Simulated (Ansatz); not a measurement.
C2H6I2OZr (`C[O][Zr]([CH3])([I])[I]`), relaxed with RKS PBE0-D4/def2-TZVP in the Gaussian-basis code of Ansatz from a GFN2-xTB geometry. The force threshold is 0.005 eV/Å; the program also tests the step.

Total charge 0; spin multiplicity 1. Zr, I: def2 effective core potential.

Start:

```xyz
12

C     1.506    0.353    1.443
O     0.680   -0.713    1.088
Zr   -0.132   -0.887   -0.564
C    -1.828    0.527   -0.708
I     1.823   -0.051   -2.397
I    -0.793   -3.524   -1.241
H     1.117    1.306    1.032
H     2.531    0.183    1.071
H     1.549    0.438    2.535
H    -1.543    1.449   -1.249
H    -2.666    0.071   -1.273
H    -2.243    0.849    0.263
```

How much energy does the relaxation release, and in how many steps? (Best estimate.)

Computed: 43.41 kJ/mol, in 51 steps, 14 of them rejected.

Which bonds change most? (Estimate.)

Ansatz gave: Zr3–I5 from 2.807 to 2.727 Å; Zr3–I6 from 2.801 to 2.727 Å; Zr3–C4 from 2.213 to 2.190 Å; O2–Zr3 from 1.848 to 1.871 Å.

Give the relaxed structure. (An estimate is asked.)

The calculation gave: 
```xyz
12

C     1.661    0.369    1.680
O     0.860   -0.058    0.619
Zr   -0.088   -0.754   -0.836
C    -1.871    0.511   -0.950
I     1.305   -0.413   -3.155
I    -0.925   -3.298   -0.322
H     1.209    1.243    2.156
H     2.655    0.636    1.313
H     1.756   -0.431    2.420
H    -1.599    1.560   -1.116
H    -2.506    0.185   -1.783
H    -2.457    0.450   -0.026
```
